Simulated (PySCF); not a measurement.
**Excitation energy of Co⁺ by level of theory**

Co⁺ [Ar] 3d8 (3F) → Co⁺ [Ar] 3d7 4s1 (5F), as a difference of total energies. Calculation: PySCF 2.14, in ANO-RCC-VTZP (6s5p3d2f1g, 59 functions); the spin-free X2C one-electron Hamiltonian (Gaussian nucleus). Correlated levels: valence: [Ar] frozen; valence and next inner shell: [Ne] frozen. The calculations carry no spin-orbit coupling.

Problem. Order these methods by the excitation energy they give, lowest first.
A. r2SCAN
B. LDA
C. BHandHLYP
D. SCS-MP2 (valence and next inner shell)

Solution. C (-149.42 cm⁻¹), A (1245.3 cm⁻¹), B (4290.5 cm⁻¹), D (8283.4 cm⁻¹).

Errors of the correlated levels include the incompleteness of this basis and the frozen core.

The basis was made for the ground configuration and has no added diffuse functions, so the excitation energy can come out too high.

For comparison: 3457.5 cm⁻¹ (measured; NIST levels, between the centres of gravity of the two terms).
